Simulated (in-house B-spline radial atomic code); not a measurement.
A run on an ion of nuclear charge 66 with 66.2 electrons that did not converge. Method: scalar-relativistic (X2C) TPSSh, spin-polarised, spherical fractional occupations, Fermi nucleus of rms radius 5.2218 fm; computed with a B-spline radial code for spherical atoms.

Command:
```bash
python run_scf.py task.json out
```
Settings (nuclear radius in fm, mass in u):
```
Z                66
configuration    [Xe] 4f10.2 6s2
hamiltonian      x2c
method           tpssh
spin_polarised   True
nucleus          fermi
rms_radius       5.2218
atomic_mass      163.92918
speed_of_light   137.035999084
```

First and last ten iterations of the last attempt (damped for 15 steps, keeping 80 % of the old Fock matrix, then DIIS):
```
 iter        energy (Eh)    residual
    1      -12151.776014    2.07e-01
    2      -12147.213162    5.21e-01
    3      -12152.897839    2.86e-01
    4      -12155.192683    1.44e-01
    5      -12155.978905    8.45e-02
    6      -12156.214604    4.74e-02
    7      -12156.288045    2.86e-02
    8      -12156.317785    2.18e-02
    9      -12156.332929    1.66e-02
   10      -12156.341318    1.31e-02
  111      -12151.931437    1.91e-01
  112      -12151.933045    1.91e-01
  113      -12151.928027    1.91e-01
  114      -12151.929768    1.91e-01
  115      -12151.926862    1.92e-01
  116      -12151.928605    1.92e-01
  117      -12151.928697    1.92e-01
  118      -12156.351898    4.78e-03
  119      -12151.950580    1.92e-01
  120      -12151.999648    1.91e-01
 not converged after 120 iterations
```

The smallest residual met was 4.8e-03; the threshold is about 7e-07. No energy from this run should be used. The likely cause: this method binds the added charge weakly or not at all at the basis-set limit, so charge moves back and forth between the atom and the box. Cost of the run: 11 s on 1 thread of Arm Neoverse N1 (shared host).
